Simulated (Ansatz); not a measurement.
CH6B2O (`BB(C)O`) at its PBE0-D4/def2-TZVP geometry, where that method's forces vanish. Charge 0, multiplicity 1.

```xyz
10

B    -1.1470   -0.8750    0.5976
B     0.2998   -0.0989    0.2358
C     0.3202    0.9579   -0.9323
O     1.4958   -0.3155    0.8622
H    -1.9186   -0.4353    1.4057
H    -1.5143   -1.8593    0.0169
H    -0.5947    1.5522   -1.0061
H     1.1765    1.6328   -0.8467
H     0.4154    0.4225   -1.8854
H     1.4669   -0.9813    1.5522
```

What forces (eV/Å) does PBE-D4/def2-TZVPP give on these atoms in Ansatz? (Estimate.)

Computed: 
```
B1   0.174  0.095 -0.046
B2  -0.474 -0.085 -0.066
C3  -0.032 -0.046  0.051
O4   0.483  0.270 -0.117
H5  -0.096  0.039  0.085
H6  -0.055 -0.107 -0.059
H7  -0.163  0.116 -0.029
H8   0.173  0.137  0.020
H9   0.011 -0.088 -0.180
H10 -0.023 -0.331  0.340
```
